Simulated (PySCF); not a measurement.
# A failing input for SeN⁻

```python
from pyscf import gto, dft

mol = gto.M(
    atom='Se 0 0 0; N 0 0 1.87',
    basis='cc-pvdz-dk',
    charge=-1,
    spin=2,
    symmetry=True,
    verbose=4,
)
mf = dft.UKS(mol, xc='pbe')
mf = mf.sfx2c1e()
mf = mf.density_fit(auxbasis='def2-universal-jkfit')
mf.max_cycle = 2
mf.kernel()
mf.analyze()
print('orbital energies (hartree):', [e[max(0, n-3):n+3].round(4) for e, n in zip(mf.mo_energy, mol.nelec)])
```

```bash
$ OMP_NUM_THREADS=1 python input.py
```

The log, shortened:

```
[earlier lines left out]
beta  MO #14 (E2x #1), energy= -1.60611617045904 occ= 1
beta  MO #15 (E2y #1), energy= -1.60611617045904 occ= 1
beta  MO #16 (A1 #8), energy= -0.356324862227193 occ= 1
beta  MO #17 (A1 #9), energy= -0.169973855854878 occ= 1
beta  MO #18 (E1x #4), energy= 0.0527018237144947 occ= 1
beta  MO #19 (E1y #4), energy= 0.0527018237144947 occ= 1
beta  MO #20 (A1 #10), energy= 0.0845541153220504 occ= 1
beta  MO #21 (E1x #5), energy= 0.268789417624284 occ= 0
beta  MO #22 (E1y #5), energy= 0.268789417624284 occ= 0
beta  MO #23 (A1 #11), energy= 0.324281369149264 occ= 0
[18 lines left out]
 ** Mulliken pop alpha/beta on meta-lowdin orthogonal AOs **
 ** Mulliken pop       alpha | beta **
pop of  0 Se 1s        1.00000 | 1.00000
pop of  0 Se 2s        1.00000 | 1.00000
pop of  0 Se 3s        0.99997 | 0.99997
pop of  0 Se 4s        0.94457 | 0.94309
pop of  0 Se 5s        0.00427 | 0.00422
pop of  0 Se 2px       1.00000 | 1.00000
pop of  0 Se 2py       1.00000 | 1.00000
pop of  0 Se 2pz       1.00000 | 1.00000
pop of  0 Se 3px       0.99998 | 0.99998
pop of  0 Se 3py       0.99998 | 0.99998
pop of  0 Se 3pz       0.99997 | 0.99997
pop of  0 Se 4px       0.99351 | 0.93532
[29 lines left out]
In total            22.00000 | 20.00000
 ** Mulliken atomic charges   ( Nelec_alpha | Nelec_beta ) **
charge of  0Se =     -1.24342  (    17.68909     17.55433 )
charge of  1N =      0.24342  (     4.31091      2.44567 )
Dipole moment(X, Y, Z, Debye): -0.00000, -0.00000,  5.10760
orbital energies (hartree): [array([0.0598, 0.2073, 0.2073, 0.3032, 0.5633, 0.6599]), array([0.0527, 0.0527, 0.0846, 0.2688, 0.2688, 0.3243])]
```

Problem. Which setting is at fault, why, and what does a mended input give?

Solution. The cycle limit (2): the limit is below the number of cycles that the SCF needs. With this edit
```diff
- mf.max_cycle = 2
```
the run finishes: E(SCF) = -2484.127733 Eh, 10 cycles, ⟨S²⟩ = 2.005.

The basis has no diffuse functions, which an anion needs. The bond length is a typed value, not an optimised one. The dipole of an ion depends on the origin. No search for the lowest solution was made.
